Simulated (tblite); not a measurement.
Compound: C₅H₇BrCl (doublet state).
Atom-mapped SMILES: `[CH2:1]=[C:2]([CH3:3])[C@H:4]([Cl:5])[CH:6][Br:7]` (hydrogens: H8, H9 on C1; H10, H11, H12 on C3; H13 on C4; H14 on C6)
Bond orders are those of one Lewis drawing.

Computed with GFN2-xTB (tblite), gas phase: L-BFGS steps from a force-field or distance-geometry start until the largest atomic force falls under 0.01 eV/Å.

Geometry at step 5:
```
atom  x, y, z in Å
C1     -0.6665    1.6557   -0.4370
C2     -0.4272    0.3775   -0.1891
C3     -1.3947   -0.4840    0.5597
C4      0.8746   -0.2473   -0.6398
Cl5     0.5106   -1.5498   -1.8787
C6      1.6604   -0.8537    0.4382
Br7     3.0149    0.1113    1.2446
H8     -1.5759    2.1236   -0.1019
H9      0.0147    2.2960   -0.9694
H10    -1.7050   -1.3331   -0.0459
H11    -2.2775    0.0916    0.8299
H12    -0.9425   -0.8674    1.4702
H13     1.4777    0.4875   -1.1776
H14     1.4357   -1.8084    0.8747
```

Q: What forces act on the atoms?

A: 
| atom | Fx (eV/Å) | Fy (eV/Å) | Fz (eV/Å) |
| --- | --- | --- | --- |
| C1 | -0.017 | 0.072 | -0.001 |
| C2 | -0.007 | 0.016 | -0.026 |
| C3 | -0.020 | 0.008 | -0.017 |
| C4 | 0.043 | -0.173 | -0.053 |
| Cl5 | -0.044 | 0.078 | 0.119 |
| C6 | -0.077 | 0.007 | 0.000 |
| Br7 | 0.064 | 0.009 | 0.007 |
| H8 | -0.031 | 0.000 | 0.004 |
| H9 | 0.067 | -0.051 | -0.023 |
| H10 | 0.054 | -0.021 | -0.037 |
| H11 | 0.037 | -0.027 | -0.031 |
| H12 | 0.055 | -0.045 | 0.056 |
| H13 | -0.054 | 0.113 | 0.006 |
| H14 | -0.072 | 0.015 | -0.005 |

The largest, 0.19 eV/Å, acts on C4; the rms over all components is 0.053 eV/Å. The forces sum to zero within rounding, as they must for an isolated molecule in no field.

Q: Give the force on C4 in Eh/bohr and in nN.

A: 0.186 eV/Å ÷ 51.422 = 0.00362 Eh/bohr, and 0.186 eV/Å × 1.602 = 0.30 nN.

Q: How far is this geometry from the end of the optimisation?

A: 0.090 eV above it, and 0.429 Å rms away after alignment. The bonds farthest from their final lengths, with half the difference of the two atoms' forces along the bond (positive lengthens):

```csv
bond,now (Å),final (Å),force along bond (eV/Å)
C4–Cl5,1.834,1.922,-0.14
C4–C6,1.465,1.436,-0.05
C2–C4,1.513,1.496,+0.06
C6–Br7,1.848,1.854,+0.05
C3–H12,1.087,1.090,+0.06
C4–H13,1.092,1.089,+0.05
```

The angle farthest from its final value is C2–C4–Cl5, 108.9° against 104.9°.

Of the 3 listed bonds off by 0.010 Å or more, this force points towards the final length in 1.

The cost below is that of the whole relaxation. The run took 0.64 s on one thread of an Arm Neoverse V1, shared host with 64 logical CPUs at a one-minute load of 22.
